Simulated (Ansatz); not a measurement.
Sn3Br8, relaxed as a singlet with RKS PBE-D4/def2-SVP in Ansatz, starting from the GFN1-xTB geometry. Force threshold 0.03 eV/Å.

In the def2 sets Sn takes a core potential; there is no spin–orbit coupling. The structure comes from a short search, and lower isomers may exist.

Start:

| atom | x (Å) | y (Å) | z (Å) |
| --- | --- | --- | --- |
| Sn1 | 1.376 | 1.330 | -0.222 |
| Sn2 | -1.598 | 0.134 | -1.003 |
| Sn3 | 0.389 | -1.585 | 0.962 |
| Br4 | 3.412 | 2.405 | -1.344 |
| Br5 | -0.569 | 2.575 | -1.747 |
| Br6 | -2.031 | -2.425 | -0.067 |
| Br7 | -4.068 | 0.814 | -1.069 |
| Br8 | 1.028 | -0.850 | -1.794 |
| Br9 | 2.767 | -0.308 | 1.519 |
| Br10 | 0.199 | -2.841 | 3.189 |
| Br11 | -0.905 | 0.751 | 1.576 |

| step | energy (eV) | largest force component (eV/Å) | SCF passes |
| --- | --- | --- | --- |
| 1 | -577724.2086 | 2.136 | 34 |
| 2 | -577725.0124 | 0.575 | 31 |
| 3 | -577725.1609 | 0.177 | 25 |
| 4 | -577725.1927 | 0.165 | 27 |
| 5 | -577725.2167 | 0.497 | 32 |
| 6 | -577725.4447 | 0.627 | 34 |
| 7 | -577725.7025 | 0.956 | 32 |
| 8 | -577725.8264 | 0.910 | 26 |
| 9 | -577725.8616 | 0.568 | 25 |
| 10 (rejected) | -577725.8069 | 0.742 | 26 |
| 11 | -577725.9585 | 0.299 | 21 |
| 12 | -577726.0388 | 0.124 | 21 |
| 13 | -577726.0928 | 0.183 | 21 |
| 14 | -577726.1337 | 0.240 | 21 |
| 15 | -577726.1715 | 0.126 | 20 |
| 16 | -577726.1873 | 0.180 | 21 |
| 17 | -577726.1998 | 0.144 | 20 |
| 18 | -577726.2140 | 0.125 | 20 |
| 19 | -577726.2300 | 0.134 | 19 |
| 20 | -577726.2461 | 0.120 | 19 |
| 21 | -577726.2572 | 0.073 | 20 |
| 22 | -577726.2657 | 0.106 | 19 |
| 23 | -577726.2690 | 0.101 | 19 |
| 24 | -577726.2712 | 0.073 | 20 |
| 25 | -577726.2721 | 0.042 | 20 |
| 26 | -577726.2728 | 0.030 | 20 |

Force components are those of the run's own axes.

End:

```xyz
11

Sn    1.856    1.716   -0.141
Sn   -1.921    0.194   -1.033
Sn    0.988   -2.136    1.607
Br    3.987    1.838   -1.560
Br   -1.236    2.441   -1.997
Br   -2.429   -1.856   -2.393
Br   -4.277    0.835   -0.366
Br    0.812   -0.519   -1.532
Br    2.892   -0.130    1.784
Br    0.554   -2.219    4.143
Br   -1.224   -0.164    1.487
```

Bonds lost: Sn1–Br5, Sn1–Br11, Sn3–Br6, Sn3–Br8 (atoms count from 1).

No frequencies were taken in this run, so the end may be a saddle point.

Hardware: 4 threads of Arm Neoverse N1 on a shared host. Wall time 7.1 min, peak host memory 1.1 GiB.
